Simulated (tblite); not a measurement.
Compound: C5H8NSi (charge -1).
Bonds: C1–C2 (double), C2–Si3, Si3–C4, C4–N5 (triple), Si3–C6, C6–C7. Hydrogens: H8, H9 on C1; H10 on C2; H11, H12 on C6; H13, H14, H15 on C7.
Bond orders are those of one Lewis drawing.

Computed with GFN2-xTB (tblite), gas phase: L-BFGS steps from a force-field or distance-geometry start until the largest atomic force falls under 0.01 eV/Å.

Geometry at step 6:
```
atom  x, y, z in Å
C1      2.4133    0.6454   -0.6923
C2      1.6967    0.1311    0.3091
Si3     0.4094   -1.2255    0.1245
C4     -0.1687   -1.7168    1.8185
N5     -0.4001   -2.3769    2.7468
C6     -1.1011   -0.3993   -0.7566
C7     -1.8003    0.7931   -0.1045
H8      3.2405    1.3391   -0.5567
H9      2.2010    0.4264   -1.7288
H10     2.0658    0.3711    1.3078
H11    -0.7649   -0.0925   -1.7532
H12    -1.8492   -1.1822   -0.9217
H13    -1.1114    1.6293    0.0239
H14    -2.1908    0.5163    0.8755
H15    -2.6445    1.1494   -0.7142
```

Problem. What forces act on the atoms?

Solution. 
```
atom  Fx (eV/Å)  Fy (eV/Å)  Fz (eV/Å)
  C1     -0.072      0.036      0.001
  C2      0.145     -0.034     -0.018
 Si3     -0.024      0.092      0.054
  C4      0.053      0.269     -0.273
  N5     -0.023      0.007      0.053
  C6     -0.041     -0.031     -0.050
  C7      0.065     -0.060      0.039
  H8     -0.034     -0.052      0.104
  H9     -0.164     -0.014     -0.034
 H10     -0.096     -0.057      0.065
 H11      0.036     -0.025     -0.012
 H12     -0.028     -0.023     -0.017
 H13      0.047     -0.046      0.016
 H14      0.033     -0.002      0.009
 H15      0.103     -0.062      0.062
```

The largest, 0.39 eV/Å, acts on C4; the rms over all components is 0.081 eV/Å. The forces sum to zero within rounding, as they must for an isolated molecule in no field.

Problem. Give the force on C4 in Eh/bohr and in nN.

Solution. 0.387 eV/Å ÷ 51.422 = 0.00752 Eh/bohr, and 0.387 eV/Å × 1.602 = 0.62 nN.

Problem. How far is this geometry from the end of the optimisation?

Solution. 0.140 eV above it, and 0.366 Å rms away after alignment. The bonds farthest from their final lengths, with half the difference of the two atoms' forces along the bond (positive lengthens):

| bond | now (Å) | final (Å) | force along bond (eV/Å) |
| --- | --- | --- | --- |
| Si3–C6 | 1.934 | 1.921 | 0.00 |
| C2–Si3 | 1.879 | 1.866 | +0.01 |
| Si3–C4 | 1.856 | 1.849 | -0.18 |
| C6–C7 | 1.528 | 1.522 | -0.02 |
| C7–H15 | 1.101 | 1.097 | -0.02 |
| C1=C2 | 1.334 | 1.333 | -0.05 |

The angle farthest from its final value is C2–Si3–C4, 108.3° against 102.6°.

Of the 2 listed bonds off by 0.010 Å or more, this force points towards the final length in 0.

What follows is the cost of the whole relaxation. On Intel Xeon, one thread, shared host with 64 logical CPUs at a one-minute load of 60, this took 0.64 s of wall time.
